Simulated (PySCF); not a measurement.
# Field gradients at the hydrogen positions

Compound: C7H12OSi.
SMILES with atom numbers: `[CH2:1]=[C:2]([CH3:3])[C@@:4]1([C:5]([CH3:6])=[O:7])[CH2:8][SiH2:9]1` (hydrogens: H10, H11 on C1; H12, H13, H14 on C3; H15, H16, H17 on C6; H18, H19 on C8; H20, H21 on Si9)

Geometry (GFN2-xTB, Å), atoms numbered from 1 in this order:
```
atom  x, y, z in Å
C1    -1.0484   -0.0555    1.8669
C2    -0.9348   -0.0228    0.5473
C3    -2.0622   -0.4235   -0.3613
C4     0.3155    0.3960   -0.1336
C5     1.3129   -0.6222   -0.4570
C6     1.1681   -1.9640    0.2229
O7     2.2500   -0.3773   -1.2006
C8     0.2424    1.5462   -1.1550
Si9    1.2744    2.0225    0.3248
H10   -0.2390    0.2477    2.5105
H11   -1.9493   -0.3888    2.3543
H12   -1.6922   -1.0351   -1.1825
H13   -2.8228   -0.9766    0.1840
H14   -2.5299    0.4604   -0.7947
H15    1.1418   -1.8303    1.3017
H16    2.0051   -2.6027   -0.0479
H17    0.2363   -2.4382   -0.0787
H18    0.7276    1.3329   -2.0984
H19   -0.7406    1.9779   -1.2819
H20    2.7166    1.9419    0.2922
H21    0.6196    2.8286    1.3413
```

Level: PBE0/pcSseg-1 (PySCF, non-relativistic); Q(2H) = 0.00286 b; rigid geometry, the same for H and D, with no vibrational averaging.

Task: Rank these positions by the coupling χzz of a deuteron there, largest first.
A. H16 (methyl hydrogen)
B. H19 (methylene hydrogen)
C. H18 (methylene hydrogen)
D. H20 (Si–H hydrogen)

Result: B (224 kHz), C (219 kHz), A (210 kHz), D (119 kHz).

Task: Tabulate Vzz, the asymmetry η and χzz = 234.96 MHz × Q × Vzz for every hydrogen position.

Result: 
| atom | bonded to | bond length (Å) | Vzz (au) | η | χzz (kHz) |
| --- | --- | --- | --- | --- | --- |
| H10 | C1 | 1.078 | 0.3364 | 0.05 | 226 |
| H11 | C1 | 1.077 | 0.3377 | 0.06 | 227 |
| H12 | C3 | 1.089 | 0.3118 | 0.03 | 210 |
| H13 | C3 | 1.087 | 0.3152 | 0.03 | 212 |
| H14 | C3 | 1.090 | 0.3121 | 0.02 | 210 |
| H15 | C6 | 1.087 | 0.3143 | 0.03 | 211 |
| H16 | C6 | 1.087 | 0.3131 | 0.00 | 210 |
| H17 | C6 | 1.088 | 0.3144 | 0.04 | 211 |
| H18 | C8 | 1.082 | 0.3262 | 0.04 | 219 |
| H19 | C8 | 1.081 | 0.3339 | 0.06 | 224 |
| H20 | Si9 | 1.445 | 0.1766 | 0.03 | 119 |
| H21 | Si9 | 1.453 | 0.1707 | 0.05 | 115 |

Task: Average by the element that carries the hydrogen.

Result: on C: 216 kHz over 10 positions, mean bond length 1.085 Å; on Si: 117 kHz over 2 positions, mean bond length 1.449 Å.

Task: How does χzz go with the bond length over the 10 C–H bonds?

Result: A straight-line fit has a slope of -15.1 kHz for each 0.01 Å, with a correlation coefficient of -0.98, over lengths from 1.077 to 1.090 Å. The longer bonds have the smaller couplings here.

Task: A static deuteron (I = 1) shows a doublet split by (3/2)χ, (3/4)χ(1 + η) and (3/4)χ(1 − η) with the field along z, y and x of the gradient. What are these for H20?

Result: With |χ| = 118.7 kHz and η = 0.029: 178, 92 and 86 kHz, to first order and without motion.

One conformer (not necessarily the lowest) at the GFN2-xTB geometry, without solvent, vibrations or thermal averaging. GFN2-xTB bond lengths can be off by several hundredths of an ångström, more for odd bonds, and the gradients follow them. The basis is small and wasn't made for field gradients, so the couplings can be 20 % off.
